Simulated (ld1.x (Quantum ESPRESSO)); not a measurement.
## molybdenum RRKJ: all-electron and pseudo phase curves

```
Element                 : Mo
Generator               : ld1.x (Quantum ESPRESSO) 7.5
Type                    : norm-conserving RRKJ (Kleinman–Bylander form)
Functional              : LDA (PZ)
Relativity              : scalar-relativistic
Frozen core             : [Kr]
Valence charge          : 6
Reference configuration : 4d5 5s1 5p0
Partial waves           : 5p (bound, empty): rc 4.20 bohr; 4d (bound): rc 2.45 bohr; 5s (bound): rc 2.15 bohr
Local potential         : the s channel
Core correction         : Bessel-smoothed model core, default radius (core density twice the valence density)
rho0                    : 0.005
```

The phase is arctan(r·u′/u) with u = r·R(r), unwrapped; energies in Ry, scanned from -2 to 5 Ry. A pole is an energy at which the radial function vanishes at the test radius. The pseudo phase is shifted by a multiple of π to meet the all-electron one at the reference energy, and phase errors are pseudo minus all-electron; the curves can meet again beyond the range given. Levels narrower than the energy grid can be missing from the lists of poles.

```csv
channel,radius (bohr),reference energy (Ry),"poles, all-electron","poles, pseudo",unbroken range about the reference energy with phases within 0.05 rad,phase error 1 Ry above the reference energy (rad)
s,4.57,-0.32,"-0.05, 2.37","-0.06, 1.38, 3.14",below 0.5,-0.185
p,4.57,-0.09,"0.44, 3.00","0.44, 2.91",below 1.3,-0.005
d,4.57,-0.29,"-0.25, 1.43, 4.23","-0.25, 1.55, 4.94",below 0.4,+0.085
```

Phases in the d channel:

```json
{"E (Ry)": "-2.00", "all-electron": "1.417", "pseudo": "1.417"}
{"E (Ry)": "-1.52", "all-electron": "1.394", "pseudo": "1.394"}
{"E (Ry)": "-1.04", "all-electron": "1.356", "pseudo": "1.356"}
{"E (Ry)": "-0.56", "all-electron": "1.258", "pseudo": "1.258"}
{"E (Ry)": "-0.08", "all-electron": "-1.842", "pseudo": "-1.839"}
{"E (Ry)": "0.40", "all-electron": "-2.556", "pseudo": "-2.491"}
{"E (Ry)": "0.88", "all-electron": "-4.446", "pseudo": "-4.400"}
{"E (Ry)": "1.36", "all-electron": "-4.692", "pseudo": "-4.666"}
{"E (Ry)": "1.84", "all-electron": "-4.812", "pseudo": "-4.772"}
{"E (Ry)": "2.32", "all-electron": "-5.026", "pseudo": "-4.886"}
{"E (Ry)": "2.80", "all-electron": "-7.081", "pseudo": "-5.278"}
{"E (Ry)": "3.28", "all-electron": "-7.695", "pseudo": "-7.396"}
{"E (Ry)": "3.76", "all-electron": "-7.801", "pseudo": "-7.708"}
{"E (Ry)": "4.24", "all-electron": "-7.855", "pseudo": "-7.792"}
{"E (Ry)": "4.72", "all-electron": "-7.902", "pseudo": "-7.838"}
```
